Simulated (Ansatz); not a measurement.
Born–Oppenheimer molecular dynamics of ClGaH$_{3}$ (5 atoms, charge 0, multiplicity 2). It starts at the highest image of a converged band. Of that band: A vibrational analysis at the climbing image gives 2 clearly imaginary modes (364i, 339i cm⁻¹): a point of higher order, so a lower path passes nearby.

These are results of UKS PBE/def2-SVP (Ansatz), not measurements.

| Property | Result |
| --- | --- |
| ensemble | NVE (velocity Verlet) |
| time step | 0.5 fs |
| steps asked | 200 |
| starting velocities drawn for | 300 K |
| seed | 4500 |

First frame:

```xyz
5
Properties=species:S:1:pos:R:3
Ga 0.000 0.002 0.021
Cl 0.000 0.001 2.464
H 1.417 0.001 -0.706
H -1.417 0.001 -0.707
H 0.000 -0.003 4.007
```

(1) How far do the bonds stretch over the last three quarters of this one trajectory? (Pairs bonded in most of those frames.)

Results:

(1) 
```csv
bond,mean (Å),spread (Å),shortest,longest
Ga1–H3,1.633,0.045,1.56,1.72
Ga1–H4,1.616,0.033,1.56,1.68
Cl2–H5,1.335,0.033,1.27,1.40
```

Mean temperature of the second half: 1238 K. The conserved energy stayed within 0.05 meV per atom of its start (net change -0.013 meV per atom), so the integration is sound. The kinetic energy rose, since the run started high on the potential surface and went downhill. It ends in pieces (ClH + GaH2), so much of that is their flight and rotation, not heat. A run of 0.1 ps of so small a system gives no equilibrium averages.

Run time: 6.1 min on 1 thread of Arm Neoverse V2, on a shared host, peak memory 0.12 GiB.
